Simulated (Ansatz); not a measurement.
```yaml
crystal:
  periodic: [false, false, false]
  atoms:
    - {symbol: Li, position_ang: [-0.848720, -2.746784, -3.693009]}
    - {symbol: H, position_ang: [-1.029668, -2.910637, -1.879604]}
    - {symbol: Li, position_ang: [-0.929851, -2.867342, 0.001132]}
    - {symbol: H, position_ang: [-1.030862, -2.910834, 1.881733]}
    - {symbol: Li, position_ang: [-0.851118, -2.747067, 3.695279]}
    - {symbol: H, position_ang: [-1.028671, -0.931314, -3.842075]}
    - {symbol: Li, position_ang: [-1.017334, -0.936138, -1.876486]}
    - {symbol: H, position_ang: [-1.018406, -0.954257, 0.001130]}
    - {symbol: Li, position_ang: [-1.018767, -0.936266, 1.878773]}
    - {symbol: H, position_ang: [-1.031510, -0.931601, 3.844081]}
    - {symbol: Li, position_ang: [-0.947306, 0.950025, -3.785493]}
    - {symbol: H, position_ang: [-0.969275, 0.959646, -1.888789]}
    - {symbol: Li, position_ang: [-0.977661, 0.973538, 0.001126]}
    - {symbol: H, position_ang: [-0.970894, 0.959611, 1.891058]}
    - {symbol: Li, position_ang: [-0.950282, 0.949833, 3.787598]}
    - {symbol: H, position_ang: [-0.945306, 2.824659, -3.768033]}
    - {symbol: Li, position_ang: [-0.951223, 2.859421, -1.893388]}
    - {symbol: H, position_ang: [-1.002714, 2.929035, 0.001190]}
    - {symbol: Li, position_ang: [-0.952852, 2.859449, 1.895764]}
    - {symbol: H, position_ang: [-0.948418, 2.824575, 3.770339]}
    - {symbol: H, position_ang: [0.946568, -2.823260, -3.766559]}
    - {symbol: Li, position_ang: [0.949366, -2.857930, -1.892143]}
    - {symbol: H, position_ang: [0.998429, -2.927759, 0.001781]}
    - {symbol: Li, position_ang: [0.948184, -2.858000, 1.895731]}
    - {symbol: H, position_ang: [0.944165, -2.823196, 3.770113]}
    - {symbol: Li, position_ang: [0.948483, -0.948537, -3.783929]}
    - {symbol: H, position_ang: [0.967310, -0.958223, -1.887481]}
    - {symbol: Li, position_ang: [0.973145, -0.972009, 0.001932]}
    - {symbol: H, position_ang: [0.965873, -0.958281, 1.891192]}
    - {symbol: Li, position_ang: [0.945822, -0.948487, 3.787618]}
    - {symbol: H, position_ang: [1.030076, 0.932886, -3.840203]}
    - {symbol: Li, position_ang: [1.015130, 0.937533, -1.875129]}
    - {symbol: H, position_ang: [1.013744, 0.955657, 0.001982]}
    - {symbol: Li, position_ang: [1.013659, 0.937568, 1.878982]}
    - {symbol: H, position_ang: [1.026981, 0.932819, 3.844117]}
    - {symbol: Li, position_ang: [0.849893, 2.748416, -3.691549]}
    - {symbol: H, position_ang: [1.027592, 2.912185, -1.878002]}
    - {symbol: Li, position_ang: [0.925748, 2.868759, 0.001959]}
    - {symbol: H, position_ang: [1.026157, 2.912215, 1.882030]}
    - {symbol: Li, position_ang: [0.846811, 2.748291, 3.695432]}
basis:
  gaussian: {orbitals: def2-mTZVPP}
total_charge: 1
magnetization: {spin_polarized: true, initial_magnetization: 1}
hamiltonian: {xc: {name: SVWN5}, pseudopotentials: {relativity: none}}
scf: {omitted_lower_state_checks: [starts]}
output: {forces: true}
```

```sh
$ ansatz run in.yaml --threads 4 --pin off --events-out ev --progress --plain --max-ram 6963MiB
```

It prints (some lines left out):

```
Functional definition: SVWN5
3820 factors; their error is unknown
mean field evaluation 1: about -4331.4893 eV, gradient 4.0e1 eV
mean field evaluation 2: about -4316.0630 eV, gradient 5.4e1 eV
mean field evaluation 4: about -4346.5380 eV, gradient 5.8e0 eV
mean field evaluation 8: about -4346.9189 eV, gradient 1.1e0 eV
mean field evaluation 16: about -4346.7671 eV, gradient 6.7e-2 eV
mean field -4346.76718776 eV, -159.7407478057 hartree, gradient 1.4e-5 eV, S^2 0.750899; 0 other end points of the search recorded, 0 dependent functions left out
reference -4346.76731447 eV, -159.7407524620 hartree; 40, 39 occupied and 280, 281 virtual orbitals, 3820 factors
Total energy: -4346.76731447 eV, -159.7407524620 hartree
Atom 0 at    -0.848720    -2.746784    -3.693009 Å, force    -0.085352    -0.059551    -0.161228 eV/Å
Atom 1 at    -1.029668    -2.910637    -1.879604 Å, force     0.190445     0.165087     0.103708 eV/Å
Atom 2 at    -0.929851    -2.867342     0.001132 Å, force    -0.032570    -0.103412    -0.000054 eV/Å
Atom 3 at    -1.030862    -2.910834     1.881733 Å, force     0.190476     0.165106    -0.103411 eV/Å
Atom 4 at    -0.851118    -2.747067     3.695279 Å, force    -0.085419    -0.059375     0.161112 eV/Å
Atom 5 at    -1.028671    -0.931314    -3.842075 Å, force     0.108604     0.037398     0.287329 eV/Å
Atom 6 at    -1.017334    -0.936138    -1.876486 Å, force     0.012443    -0.050820    -0.185042 eV/Å
Atom 7 at    -1.018406    -0.954257     0.001130 Å, force     0.083835     0.011964     0.000060 eV/Å
Atom 8 at    -1.018767    -0.936266     1.878773 Å, force     0.012405    -0.050924     0.184731 eV/Å
Atom 9 at    -1.031510    -0.931601     3.844081 Å, force     0.108837     0.037638    -0.286980 eV/Å
Atom 10 at    -0.947306     0.950025    -3.785493 Å, force     0.005661    -0.021940    -0.141535 eV/Å
Atom 11 at    -0.969275     0.959646    -1.888789 Å, force     0.051942     0.030006     0.125743 eV/Å
Atom 12 at    -0.977661     0.973538     0.001126 Å, force     0.003642     0.057256     0.000140 eV/Å
Atom 13 at    -0.970894     0.959611     1.891058 Å, force     0.052244     0.029925    -0.125728 eV/Å
Atom 14 at    -0.950282     0.949833     3.787598 Å, force     0.005392    -0.021954     0.141984 eV/Å
Atom 15 at    -0.945306     2.824659    -3.768033 Å, force     0.083460    -0.124373     0.270347 eV/Å
Atom 16 at    -0.951223     2.859421    -1.893388 Å, force    -0.030388     0.087849    -0.061272 eV/Å
Atom 17 at    -1.002714     2.929035     0.001190 Å, force     0.166983    -0.182011    -0.000011 eV/Å
Atom 18 at    -0.952852     2.859449     1.895764 Å, force    -0.030248     0.087765     0.061085 eV/Å
Atom 19 at    -0.948418     2.824575     3.770339 Å, force     0.083665    -0.124604    -0.270165 eV/Å
Atom 20 at     0.946568    -2.823260    -3.766559 Å, force    -0.084119     0.124628     0.269887 eV/Å
Atom 21 at     0.949366    -2.857930    -1.892143 Å, force     0.030542    -0.088076    -0.061535 eV/Å
Atom 22 at     0.998429    -2.927759     0.001781 Å, force    -0.166708     0.182255     0.000037 eV/Å
Atom 23 at     0.948184    -2.858000     1.895731 Å, force     0.030393    -0.087950     0.061495 eV/Å
Atom 24 at     0.944165    -2.823196     3.770113 Å, force    -0.084114     0.124432    -0.269810 eV/Å
Atom 25 at     0.948483    -0.948537    -3.783929 Å, force    -0.005212     0.022042    -0.141782 eV/Å
Atom 26 at     0.967310    -0.958223    -1.887481 Å, force    -0.052394    -0.029904     0.125412 eV/Å
Atom 27 at     0.973145    -0.972009     0.001932 Å, force    -0.003304    -0.057410    -0.000274 eV/Å
Atom 28 at     0.965873    -0.958281     1.891192 Å, force    -0.052198    -0.029661    -0.125353 eV/Å
Atom 29 at     0.945822    -0.948487     3.787618 Å, force    -0.005604     0.021616     0.141631 eV/Å
Atom 30 at     1.030076     0.932886    -3.840203 Å, force    -0.109333    -0.037420     0.286609 eV/Å
Atom 31 at     1.015130     0.937533    -1.875129 Å, force    -0.011850     0.050887    -0.185106 eV/Å
Atom 32 at     1.013744     0.955657     0.001982 Å, force    -0.083359    -0.011922    -0.000191 eV/Å
Atom 33 at     1.013659     0.937568     1.878982 Å, force    -0.012052     0.050811     0.185172 eV/Å
Atom 34 at     1.026981     0.932819     3.844117 Å, force    -0.109064    -0.037325    -0.286770 eV/Å
Atom 35 at     0.849893     2.748416    -3.691549 Å, force     0.085286     0.059213    -0.161152 eV/Å
Atom 36 at     1.027592     2.912185    -1.878002 Å, force    -0.190356    -0.164969     0.102873 eV/Å
Atom 37 at     0.925748     2.868759     0.001959 Å, force     0.032513     0.103375     0.000016 eV/Å
Atom 38 at     1.026157     2.912215     1.882030 Å, force    -0.190498    -0.165051    -0.103080 eV/Å
Atom 39 at     0.846811     2.748291     3.695432 Å, force     0.085377     0.059399     0.161105 eV/Å
Dipole moment:    -0.000340     0.000423     0.000127 e Å
Checks for a lower state left out: starts
```

Hardware: 4 threads of AMD EPYC 7R43 on a shared host. Wall time 19 s, peak host memory 1 GiB.

The dipole of an ion depends on the origin.
